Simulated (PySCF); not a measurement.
Species: C2H7BGe.
Geometry (PBE0-D3(BJ)/def2-SVP, Å), atoms numbered from 1 in this order:
```xyz
11
C2H7BGe angstrom
B      2.139    0.415    0.328
Ge     0.595   -0.456   -0.724
C     -0.979   -0.401    0.430
C     -2.047    0.364    0.192
H      2.631    1.469    0.005
H      2.541   -0.114    1.338
H      0.229    0.265   -2.038
H      0.915   -1.933   -1.048
H     -0.962   -1.021    1.336
H     -2.909    0.383    0.869
H     -2.117    1.004   -0.695
```

Method used: PBE0-D3(BJ)/def2-SVP geometry optimisation, gas phase in PySCF 2.14.0.

Masses are those of the commonest isotopes; rigid-rotor values at the optimised geometry. The values belong to one conformer with, in the numbering `[BH2:1][GeH2:2][CH:3]=[CH2:4]`, H–B1–Ge2–C3 -112° and 65°, B1–Ge2–C3–C4 111°.

**Question.** What are A, B and C (GHz)?

**Answer.** Ia = 53.81, Ib = 176.31, Ic = 203.03 u·Å²; 505379 MHz·u·Å²/I gives 9391, 2866 and 2489 MHz, that is A = 9.3911, B = 2.8664, C = 2.4892 GHz.

**Question.** Classify the top.

**Answer.** An asymmetric top: κ = (2 × 2866 − 9391 − 2489)/(9391 − 2489) = -0.89.

**Question.** Is it planar, by Δ = Ic − Ia − Ib?

**Answer.** Not planar: Δ = Ic − Ia − Ib = -27.10 u·Å². For a rigid frame Δ = −2 Σ m c², so Σ m c² = 13.55 u·Å² lies off the ab plane: 9.18 from hydrogen and 4.37 from heavier atoms. The atom farthest from that plane is 1.49 Å away.

**Question.** Give the other two planar moments, Paa and Pbb, and the rms extents of the mass along the axes.

**Answer.** Paa = Σ m a² = (Ib + Ic − Ia)/2 = 162.76 and Pbb = Σ m b² = (Ia + Ic − Ib)/2 = 40.26 u·Å². With the mass M = 115.99 u, the rms extents √(P/M) along a, b and c are 1.18, 0.59, 0.34 Å.

**Question.** List the rotational levels J(Ka,Kc) to J = 5 (MHz).

**Answer.** Above 0(0,0):
J = 1: 1(0,1) 5356, 1(1,1) 11880, 1(1,0) 12257
J = 2: 2(0,2) 16051, 2(1,2) 22214, 2(1,1) 23346, 2(2,1) 42920, 2(2,0) 42936
J = 3: 3(0,3) 32054, 3(1,3) 37705, 3(1,2) 39968, 3(2,2) 58987, 3(2,1) 59066, 3(3,1) 92563, 3(3,0) 92563
J = 4: 4(0,4) 53319, 4(1,4) 58343, 4(1,3) 62112, 4(2,3) 80397, 4(2,2) 80633, 4(3,2) 114016, 4(3,1) 114019, 4(4,1) 160981, 4(4,0) 160981
J = 5: 5(0,5) 79788, 5(1,5) 84112, 5(1,4) 89758, 5(2,4) 107139, 5(2,3) 107685, 5(3,3) 140844, 5(3,2) 140856, 5(4,2) 187794, 5(4,1) 187794, 5(5,1) 248182, 5(5,0) 248182
Those of J = 1 are B + C, A + C and A + B.

**Question.** Which types of transition are allowed, and where do some lines up to J = 2 fall?

**Answer.** The dipole components are |μa| = 0.22 D, |μb| = 0.45 D, |μc| = 0.06 D. Intensities carry the squares of the components, which stand as 0.24 : 1.00 : 0.02 (a : b : c). Some lines, for components of 0.1 D or more:

```json
{"type": "a", "branch": "Q", "J(Ka,Kc)": "1(1,0) ← 1(1,1)", "MHz": "377", "lower level (cm⁻¹)": "0.396"}
{"type": "a", "branch": "Q", "J(Ka,Kc)": "2(1,1) ← 2(1,2)", "MHz": "1131", "lower level (cm⁻¹)": "0.741"}
{"type": "b", "branch": "R", "J(Ka,Kc)": "2(0,2) ← 1(1,1)", "MHz": "4170", "lower level (cm⁻¹)": "0.396"}
{"type": "a", "branch": "R", "J(Ka,Kc)": "1(0,1) ← 0(0,0)", "MHz": "5356", "lower level (cm⁻¹)": "0.000"}
{"type": "a", "branch": "R", "J(Ka,Kc)": "2(0,2) ← 1(0,1)", "MHz": "10695", "lower level (cm⁻¹)": "0.179"}
{"type": "a", "branch": "R", "J(Ka,Kc)": "2(1,1) ← 1(1,0)", "MHz": "11088", "lower level (cm⁻¹)": "0.409"}
{"type": "b", "branch": "R", "J(Ka,Kc)": "1(1,1) ← 0(0,0)", "MHz": "11880", "lower level (cm⁻¹)": "0.000"}
{"type": "b", "branch": "R", "J(Ka,Kc)": "2(1,2) ← 1(0,1)", "MHz": "16859", "lower level (cm⁻¹)": "0.179"}
{"type": "b", "branch": "Q", "J(Ka,Kc)": "2(2,0) ← 2(1,1)", "MHz": "19590", "lower level (cm⁻¹)": "0.779"}
{"type": "b", "branch": "R", "J(Ka,Kc)": "2(2,1) ← 1(1,0)", "MHz": "30663", "lower level (cm⁻¹)": "0.409"}
{"type": "b", "branch": "R", "J(Ka,Kc)": "2(2,0) ← 1(1,1)", "MHz": "31056", "lower level (cm⁻¹)": "0.396"}
```

**Question.** Estimate the classical rotational partition function at 10 K, 298.15 K and 500 K.

**Answer.** Point group C1, symmetry number σ = 1; q = (√π/σ)·√((kT/h)³/(ABC)), k/h = 20836.6 MHz/K: 651 at 10 K, 106000 at 298.15 K, 230000 at 500 K.

No frequency check. Constants of a rigid frame at the computed geometry: no zero-point averaging, no centrifugal distortion. Quadrupole hyperfine structure (11B) is left out.
